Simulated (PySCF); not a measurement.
PySCF input for GaH2IO2, SMILES [OH][Ga]([OH])[I], PBE-D3(BJ)/def2-SVP. Coordinates come from a PBE-D3(BJ)/def2-SVP optimisation. The structure was generated by enumeration; whether it is a known compound was not checked. The def2 effective core potentials stand for the cores of I; spin–orbit coupling is left out. The values are those of a single conformer.

```python
import numpy as np
from pyscf import gto, scf, dft, df
from pyscf.hessian import thermo

mol = gto.M(
    atom='''
    Ga   -0.00219266    1.12443342    0.00000000
    I    -0.00465897   -1.36350581    0.00000000
    O    -1.56898398    1.99416868    0.00000000
    H    -1.41298751    2.95862854    0.00000000
    O     1.49755609    2.11694333    0.00000000
    H     2.29930848    1.56084753    0.00000000
    ''',
    basis='def2-SVP',
    ecp={'I': 'def2-svp'},
    charge=0,
    spin=0,
    max_memory=1600,
    verbose=3,
)
mf = dft.RKS(mol, xc='pbe').density_fit(auxbasis='def2-universal-jkfit')
mf.disp = 'd3bj'
mf.grids.level = 3
mf.conv_tol = 1e-11
mf.max_cycle = 100
mf.kernel()

# [left out here: the lines that compute and print the analytic Hessian (its translational invariance restored by hand, since the grid's response is missing), thermochemistry and intensities]
```

It prints:

```
converged SCF energy = -2373.49536119062

WARN: DFTD3 does not support analytical Hessian, using finite difference


WARN: Mole.unit (angstrom) is changed to Bohr

Mode                                 0                   1                   2
Irrep
Freq [cm^-1]                      112.8627            151.2900            161.6540
Reduced mass [au]                   8.3965             12.3962              6.0632
Force const [Dyne/A]                0.0630              0.1672              0.0934
Char temp [K]                     162.3843            217.6726            232.5842
Normal mode                   x     y     z       x     y     z       x     y     z
       0  Ga                -0.06  0.00  0.00   -0.00  0.00 -0.08    0.00  0.01  0.00
       1   I                 0.03 -0.00 -0.00    0.00 -0.00  0.01   -0.00  0.03 -0.00
       2   O                 0.02  0.14 -0.00   -0.00  0.00  0.12   -0.07 -0.13  0.00
       3   H                 0.12  0.12 -0.00    0.00  0.00  0.19   -0.21 -0.11 -0.00
       4   O                 0.03 -0.13 -0.00    0.00 -0.00  0.12    0.09 -0.13 -0.00
       5   H                -0.03 -0.22 -0.00   -0.00 -0.00  0.08    0.01 -0.24  0.00
Mode                                 3                   4                   5
Irrep
Freq [cm^-1]                      246.4068            306.1993            338.6466
Reduced mass [au]                  27.1417              1.0853              1.1044
Force const [Dyne/A]                0.9709              0.0600              0.0746
Char temp [K]                     354.5246            440.5526            487.2370
Normal mode                   x     y     z       x     y     z       x     y     z
       0  Ga                 0.00  0.09  0.00    0.00 -0.00  0.00   -0.00  0.00  0.00
       1   I                -0.00 -0.05 -0.00   -0.00  0.00  0.00   -0.00 -0.00  0.00
       2   O                -0.05  0.00 -0.00    0.00 -0.00 -0.03    0.00 -0.00 -0.07
       3   H                -0.13  0.02 -0.00   -0.00 -0.00  0.60   -0.00 -0.00  0.74
       4   O                 0.06  0.01 -0.00    0.00  0.00 -0.06    0.00 -0.00  0.03
       5   H                 0.01 -0.05  0.00    0.00  0.00  0.75   -0.00 -0.00 -0.59
Mode                                 6                   7                   8
Irrep
Freq [cm^-1]                      659.4586            707.1472            811.0303
Reduced mass [au]                  14.9255             15.6116              1.0895
Force const [Dyne/A]                3.8243              4.5996              0.4222
Char temp [K]                     948.8142           1017.4273           1166.8921
Normal mode                   x     y     z       x     y     z       x     y     z
       0  Ga                -0.01 -0.04  0.00    0.06 -0.00  0.00   -0.01 -0.00 -0.00
       1   I                -0.00  0.00 -0.00    0.00  0.00 -0.00    0.00  0.00  0.00
       2   O                -0.13  0.07 -0.00   -0.15  0.08 -0.00    0.02  0.01  0.00
       3   H                -0.01  0.05  0.00   -0.05  0.07  0.00   -0.39  0.07 -0.00
       4   O                 0.15  0.10 -0.00   -0.11 -0.08 -0.00    0.02 -0.05  0.00
       5   H                 0.09  0.00 -0.00   -0.00  0.08 -0.00    0.52  0.70 -0.00
Mode                                 9                  10                  11
Irrep
Freq [cm^-1]                      846.9282           3711.0784           3729.2108
Reduced mass [au]                   1.1118              1.0665              1.0669
Force const [Dyne/A]                0.4698              8.6536              8.7422
Char temp [K]                    1218.5411           5339.4156           5365.5041
Normal mode                   x     y     z       x     y     z       x     y     z
       0  Ga                -0.01  0.01  0.00    0.00  0.00 -0.00   -0.00 -0.00 -0.00
       1   I                -0.00  0.00 -0.00   -0.00 -0.00  0.00   -0.00 -0.00  0.00
       2   O                -0.05 -0.04 -0.00    0.01  0.06 -0.00   -0.00  0.00  0.00
       3   H                 0.85 -0.17  0.00   -0.13 -0.96  0.00   -0.00 -0.02  0.00
       4   O                 0.01 -0.03 -0.00   -0.00  0.00  0.00    0.05 -0.03  0.00
       5   H                 0.23  0.30 -0.00    0.02 -0.01  0.00   -0.80  0.54  0.00
temperature 298.1500 [K]
pressure 101325.00 [Pa]
Rotational constants [GHz] 6.11802 1.07957 0.91765
Symmetry number 1
Zero-point energy (ZPE) 0.02684 [Eh]   70471.489 [J/mol]
                           tot       elec      trans        rot        vib
Entropy [J/mol/K]       352.969      0.000    176.603    118.671     57.695
Cv [J/mol/K]             82.231      0.000     12.472     12.472     57.288
Cp [J/mol/K]             90.545      0.000     20.786     12.472     57.288
Internal energy [J/mol]                      3718.434   3718.434  80011.944
Internal energy [Eh]   -2373.46205  -2373.49536
Enthalpy [J/mol]                             6197.391   3718.434  80011.944
Enthalpy [Eh]          -2373.46111
Gibbs free energy [J/mol]                  -46456.673 -31663.453  62810.325
Gibbs free energy [Eh] -2373.50119
mode   freq/cm-1   IR/(km/mol)
   1      112.86         3.666
   2      151.29         8.308
   3      161.65        16.259
   4      246.41        28.772
   5      306.20       187.137
   6      338.65         6.799
   7      659.46        70.829
   8      707.15        88.071
   9      811.03        73.775
  10      846.93       113.318
  11     3711.08        76.482
  12     3729.21        62.148
max |gradient| / (hartree/bohr): 0.00010508208945826113
APT charges: [ 1.2932 -0.3645 -0.7101  0.2532 -0.7314  0.2596]
```

The calculation finished and met its thresholds.

Cost: roughly 70 core-seconds.
